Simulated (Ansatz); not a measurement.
Consider the silylene formation by 1,1-elimination: `O[SiH](F)S` → H–F + `O[Si]S`.

Gas-phase electronic energies from Ansatz, PBE0-D4/def2-TZVP geometries. CCSD(T)/CBS is the MP2 limit (def2-TZVPP, def2-QZVPP) plus CCSD(T) − MP2 in def2-TZVPP, frozen cores. This one scheme is used for every species. DFT in def2-TZVPP. B3LYP here is the variant with VWN-RPA as its local correlation; programs differ in this. One conformer a species, not always the lowest.

Task: Is it downhill or uphill in electronic energy at CCSD(T)/CBS, and by how much? (An estimate is asked.)

Result: The calculation gave: Uphill: ΔE = +3.05 eV.

Task: What do these levels give: LDA (SPW92), r2SCAN-D4, B3LYP-D4, B2PLYP, PBE, BLYP, LC-ωPBE, HF/def2-SVP, MP2/def2-SVP, MP2/def2-TZVPP, CCSD(T)/def2-TZVPP, MP2/def2-QZVPP? (Estimate.)

Result: Ansatz gave: LDA (SPW92) 3.10, r2SCAN-D4 3.21, B3LYP-D4 2.96, B2PLYP 3.02, PBE 2.80, BLYP 2.68, LC-ωPBE 3.25, HF/def2-SVP 3.08, MP2/def2-SVP 3.06, MP2/def2-TZVPP 3.15, CCSD(T)/def2-TZVPP 3.01, MP2/def2-QZVPP 3.17 eV.

Largest T1 diagnostic among the species: 0.015.

In def2-TZVPP, CCSD(T) changes the Hartree–Fock value by −0.23 eV (the triples alone add −0.04 eV) and MP2 by −0.10 eV. The D4 term adds +0.06 eV with B3LYP and +0.03 eV with PBE0; it sums over pairs of atoms, weighted by their polarisabilities, and B3LYP, whose exchange is more repulsive, gets the larger term.
